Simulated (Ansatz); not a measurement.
`BN(C)CC` → B• + 3 C• + 10 H• + N•  (atomization)

Program: Ansatz. Geometries: PBE0-D4/def2-TZVP. ΔE: electronic, gas phase. CCSD(T)/CBS adds triple-zeta CCSD(T) − MP2 to the extrapolated MP2 energy (def2 sets, frozen cores). This one scheme is used for every species, atoms too. DFT in def2-TZVPP. B3LYP here is the variant with VWN-RPA as its local correlation; programs differ in this. No spin–orbit coupling; open shells (•) take unrestricted orbitals. Spin–orbit coupling would lower the free atoms: a little for B, C. Each species was taken in one conformer, which may not be the lowest.

CCSD(T)/CBS gives +1371.5 kcal/mol.

Question: Another level gave +1031.3 kcal/mol. Which?
A. B3LYP-D4/def2-TZVPP
B. HF/def2-TZVPP
C. B97M-V/def2-TZVPP
D. PBE-QIDH/def2-TZVPP

Answer: B. HF/def2-TZVPP 1031.3, B97M-V 1375.8, PBE-QIDH 1369.8, B3LYP-D4 1380.6 kcal/mol.

Largest T1 diagnostic among the species: 0.014.

From PBE to PBE0 (25 % exact exchange), in def2-TZVPP and without D4, ΔE moves by −16.1 kcal/mol: exact exchange takes away binding that semilocal exchange gives to molecules. The D4 term adds +10.0 kcal/mol with B3LYP and +5.3 kcal/mol with PBE0; it sums over pairs of atoms, weighted by their polarisabilities, and B3LYP, whose exchange is more repulsive, gets the larger term. Leaving LDA and LC-ωPBE aside and taking each functional with its dispersion term where it has one, the values, not all of them listed here, spread over 49.6 kcal/mol, from BHLYP-D4 to PBE-D4. LDA lies +165.4 kcal/mol from PBE without D4, its usual overbinding.

For atomizations the MP2-based limit and the directly extrapolated one differ by several kJ/mol either way, and by 10 to 25 for some Ge, Se and Sn compounds, so smaller differences from it don't rank the levels.
